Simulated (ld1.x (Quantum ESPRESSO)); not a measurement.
**Configuration tests for selenium (Se) (ultrasoft)**

- Element: Se
- Generator: ld1.x (Quantum ESPRESSO) 7.5
- Type: ultrasoft
- Functional: PBE
- Relativity: scalar-relativistic
- Frozen core: [Ar] 3d10
- Valence charge: 6
- Reference configuration: 4s2 4p4
- Partial waves: 4s (bound): rcut 1.30, rcutus 1.55 bohr; 4s channel at 1.35 Ry: rcut 1.30, rcutus 1.55 bohr; 4p (bound): rcut 1.50, rcutus 1.75 bohr; 4p channel at 2.2 Ry: rcut 1.50, rcutus 1.75 bohr; 4d channel at -0.05 Ry: rcut 1.25, rcutus 1.55 bohr
- Local potential: all-electron potential smoothed inside 1.60 bohr (lloc = -1)
- Core correction: Bessel-smoothed model core inside 0.85 bohr
- Augmentation charge: built from norm-conserving waves at rcut, not smoothed further

Energies are relative to the spin-unpolarised reference configuration 4s2 4p4; without spin polarisation the order of configurations can differ from experiment. The frozen-core shift is the all-electron ΔE with the core orbitals held at their reference shape minus the fully relaxed ΔE.

Q: Give the all-electron excitation energy and the error of the potential for: 4s2 4p3; 4s2 4p2; 4s2 4p1; 4s2 4p3.5; 4s1 4p4; 4s2 4p4.3; 4s1 4p5.

A:

| valence configuration | charge | ΔE all-electron (eV) | error AE − PS (meV) | frozen-core shift (meV) |
| --- | --- | --- | --- | --- |
| 4s2 4p3 | +1 | 10.845 | -3.3 | +4.0 |
| 4s2 4p2 | +2 | 31.193 | -18 | +27 |
| 4s2 4p1 | +3 | 62.061 | -63 | +102 |
| 4s2 4p3.5 | +0.5 | 4.310 | -1.0 | +0.9 |
| 4s1 4p4 | +1 | 22.382 | -16 | +17 |
| 4s2 4p4.3 | -0.3 | -1.593 | +0.2 | -0.1 |
| 4s1 4p5 | 0 | 10.881 | -7.7 | +5.9 |

Levels in the configuration 4s2 4p2:

| level | all-electron (eV) | pseudo (eV) |
| --- | --- | --- |
| 4s | -37.635 | -37.671 |
| 4p | -25.464 | -25.486 |

A variational frozen-core shift is positive and of second order in the change. This column holds negative values, so the frozen-core run of ld1.x carries numerical noise or an error of first order here, and the column gives no more than the rough size of the effect.
